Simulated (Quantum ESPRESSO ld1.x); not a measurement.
Values are calculated unless marked as measured or tabulated.
Task: Species: Al+. Configuration: [Ne] 3s2. Level of theory: scalar-relativistic Kohn-Sham, LDA (Slater exchange, Perdew-Zunger correlation), spin-polarised, spherical densities, point nucleus (ld1.x of Quantum ESPRESSO 7.5). Some entries of the table are withheld. Estimate them.

orbital,occ.,eigenvalue (eV),<r^2> (bohr^2),<r> (bohr)
1s,2,-1512.826,(1),0.1206
2s,2,-115.863,0.4745,0.6288
2p,6,(2),0.4644,0.6040
3s,2,-14.924,6.471,2.368

Result: 
(1) 1s <r^2> (bohr^2): 0.01960
(2) 2p eigenvalue (eV): -78.090
